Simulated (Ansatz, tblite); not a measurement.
Forces on Ba2S2⁺ at its PBE-D4/def2-SVP geometry. Charge 1, multiplicity 2.

In the def2 sets Ba takes a core potential; there is no spin–orbit coupling. The xTB rows come from tblite. The structure comes from a short search, and lower isomers may exist.

GFN1-xTB (tblite), largest force 0.57 eV/Å:

```xyz
4
positions Å, forces eV/Å
Ba    0.403   -1.004   -2.068   -0.094    0.247    0.504
Ba   -0.424    0.992    2.069    0.107   -0.240   -0.505
S    -0.741    1.203   -0.728   -0.016    0.012   -0.009
S     0.761   -1.191    0.727    0.003   -0.019    0.010
```

GFN2-xTB (tblite), largest force 1.32 eV/Å:

```
Ba 0.011 -0.042 -0.081
Ba -0.021 0.036 0.082
S -0.616 0.994 -0.603
S 0.627 -0.988 0.602
```

r2SCAN-D4/def2-TZVP (Ansatz), largest force 0.20 eV/Å:

```
Ba -0.032 0.090 0.180
Ba 0.041 -0.085 -0.181
S 0.053 -0.094 0.056
S -0.062 0.089 -0.055
```
